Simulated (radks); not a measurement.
Species: neutral gallium. Configuration: [Ar] 3d10 4s1 4p1 5p1 (not the ground configuration). All-electron calculation, scalar-relativistic Kohn-Sham, PW91, spin-polarised, spherical densities, point nucleus; open shells are filled with parallel spins first. Program: a radial shooting solver on a logarithmic mesh with Libxc functionals.

X-ray form factor f0, the Fourier transform of the density (f0(0) = 31):

sin(theta)/lambda (1/angstrom)  f0 (electrons)
0.05                                    29.647
0.1                                     28.237
0.15                                    26.650
0.2                                     24.882
0.25                                    23.132
0.3                                     21.435
0.4                                     18.238
0.5                                     15.394
0.6                                     13.003
0.8                                      9.633
1                                        7.725
1.25                                     6.440
1.5                                      5.620
2                                        4.250
